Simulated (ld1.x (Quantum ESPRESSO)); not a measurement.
Configuration tests for cadmium (RRKJ)

Cd (Z = 48), norm-conserving RRKJ (Kleinman–Bylander form), made with ld1.x (Quantum ESPRESSO) 7.5 (revPBE, scalar-relativistic). Core [Ar] 3d10, reference 4s2 4p6 4d10 5s1.5 5p0 (charge +0.5). Waves: 4p (bound): rc 1.00 bohr; 4d (bound): rc 1.95 bohr; 4s (bound): rc 0.90 bohr. Local part: the s channel. Core correction: none. rho0 = 0.001.

Occupied shells without a wave of their own: 5s. They enter only through the test configuration that unscreens the potential.

Energies are relative to the spin-unpolarised reference configuration 4s2 4p6 4d10 5s1.5 5p0; without spin polarisation the order of configurations can differ from experiment.

```tsv
valence configuration	charge	ΔE all-electron (eV)	error AE − PS (meV)
4s2 4p6 4d10 5s2 5p0	0	-3.655	+50
4s2 4p6 4d10 5s1 5p0	+1	5.492	-65
4s2 4p6 4d10 5s0 5p0	+2	22.449	-243
4s2 4p6 4d9 5s0 5p0	+3	60.375	-365
4s2 4p6 4d8 5s0 5p0	+4	114.365	-399
4s2 4p5 4d10 5s2 5p0	+1	70.508	-119
```

(1) What are ΔE and the potential's error for 4s2 4p6 4d9 5s2 5p0?

## Answers

(1) ΔE = 14.276 eV all-electron; the error (AE − PS) is +109 meV.

The 5s level has no wave, so the channel is fitted at the deeper level alone: the likely source of the large errors.
